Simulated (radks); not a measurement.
Problem. Mn+, 24 electrons, occupied as [Ar] 3d5 4s(up 1, down 0) (the NIST ground configuration). All-electron calculation, non-relativistic Kohn-Sham, SCAN, spin-polarised, spherical densities, point nucleus; open shells are filled with parallel spins first; meta-GGA in the generalised Kohn-Sham scheme. Program: a radial shooting solver on a logarithmic mesh with Libxc functionals. Some entries of the table are withheld. Estimate them.

| orbital | occ. | eigenvalue (Ry) | <1/r> (bohr^-1) | <r^2> (bohr^2) |
|---|---|---|---|---|
| 1s up | 1 | -470.6906 | 24.51 | 0.005087 |
| 1s down | 1 | -470.6882 | 24.51 | 0.005087 |
| 2s up | 1 | -55.12392 | 5.233 | 0.09399 |
| 2s down | 1 | -54.90128 | 5.247 | 0.09342 |
| 2p up | 3 | -47.20079 | (1) | 0.07588 |
| 2p down | 3 | -47.03549 | (2) | 0.07530 |
| 3s up | 1 | -7.17209 | 1.641 | 0.8494 |
| 3s down | 1 | -6.66665 | 1.626 | 0.8610 |
| 3p up | 3 | -4.87341 | 1.514 | 0.9673 |
| 3p down | 3 | -4.37239 | 1.500 | 0.9809 |
| 3d up | 5 | -1.24991 | 1.156 | 1.764 |
| 4s up | 1 | -0.94492 | 0.4782 | 8.423 |

Solution. 
(1) 2p up <1/r> (bohr^-1): 5.167
(2) 2p down <1/r> (bohr^-1): 5.180
